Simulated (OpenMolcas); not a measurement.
# 3d⁴ along the 22-electron sequence

```yaml
Program: OpenMolcas 26.06
Method: SS-CASPT2, IPEA 0.25 Eh, imaginary shift 0.1 Eh
Basis: ANO-RCC-VTZP
Scalar_Hamiltonian: DKH2, point nucleus
Spin-orbit_coupling: RASSI with atomic mean-field integrals over the reference wave functions, term energies averaged over their components
```

Active space for each ion: 4 electrons in 5 orbitals (3d); closed shells correlated by CASPT2: 3s 3p.

Computed levels in cm-1 above ⁵D₀:

```tsv
Level	Cr2+	Mn3+	Fe4+	Co5+	Ni6+	Cu7+
⁵D₁	65.8	103	154	221	294	397
⁵D₂	195	302	452	644	851	1136
⁵D₃	383	590	876	1241	1625	2150
⁵D₄	623	957	1411	1984	2580	3380
³P₀(1)	17410	21170	24910	28760	30720	33420
³P₁(1)	17810	21790	25840	30090	32480	35770
³H₄	18190	21970	25770	29940	32460	35710
³H₅	18330	22190	26120	30450	33140	36650
³H₆	18490	22440	26490	30980	33850	37590
weight of ⁵D in the lowest level (%)	100	100	100	100	99	99
```

Measured, with the error of the calculation in %. Measured levels: Cr2+ from Sugar and Corliss, J. Phys. Chem. Ref. Data 6, 317 (1977); Mn3+ from Corliss and Sugar, J. Phys. Chem. Ref. Data 6, 1253 (1977); Fe4+ from Corliss and Sugar, J. Phys. Chem. Ref. Data 11, 135 (1982); Co5+ from Sugar and Corliss, J. Phys. Chem. Ref. Data 10, 1097 (1981); Ni6+ from Corliss and Sugar, J. Phys. Chem. Ref. Data 10, 197 (1981).

```tsv
Level	Cr2+	Mn3+	Fe4+	Co5+	Ni6+
⁵D₁	62.2 (+5.8)	99.0 (+3.7)	142 (+8.5)	204 (+8.4)	279 (+5.5)
⁵D₂	183 (+6.4)	287 (+5.4)	417 (+8.3)	589 (+9.4)	804 (+5.8)
⁵D₃	357 (+7.3)	552 (+6.9)	803 (+9.1)	1125 (+10.4)	1520 (+6.9)
⁵D₄	576 (+8.2)	886 (+8.0)	1283 (+10.0)	1782 (+11.4)	2392 (+7.7)
³P₀(1)	16771 (+3.8)	20654 (+2.5)	24055 (+3.5)	27166 (+5.9)	30077 (+2.1)
³P₁(1)	17169 (+3.7)	21279 (+2.4)	24973 (+3.5)	28462 (+5.7)	31836 (+2.0)
³H₄	17274 (+5.3)	21281 (+3.2)	24932 (+3.4)	28377 (+5.5)	31672 (+2.5)
³H₅	17397 (+5.4)	21475 (+3.3)	25226 (+3.5)	28806 (+5.7)	32286 (+2.6)
³H₆	17531 (+5.5)	21679 (+3.5)	25528 (+3.8)	29234 (+6.0)	32877 (+3.0)
```

The fine-structure level ⁵D₄ changes by a factor of 5.43 from Cr2+ to Cu7+. Its fourth root runs 5.00, 5.56, 6.13, 6.67, 7.13, 7.62, with steps per unit of Z of 0.57, 0.57, 0.55, 0.45, 0.50; equal steps would mean a (Z - σ)^4 law with constant σ.

³P₀(1) changes by a factor of 1.92 over the same range, with steps per unit of Z of +3760, +3740, +3850, +1960, +2700 cm-1.

CASPT2 does not keep the components of a term degenerate, so their means are used; among the terms shown or strongly mixed into the levels shown the widest spread is 55 cm-1 (3d⁴ ³H, Fe4+). Terms from blocks run as CI alone lack orbitals of their own. Measured partners are found by configuration, term and J. A level has none where our copy of the source lacks it or the pairing is in doubt (some pairs that miss far off the trend of their configuration count as doubtful), and it then counts in no deviation. Only configurations of the active space appear.

A number in round brackets counts repeated terms of one configuration in the order of the reference energies.
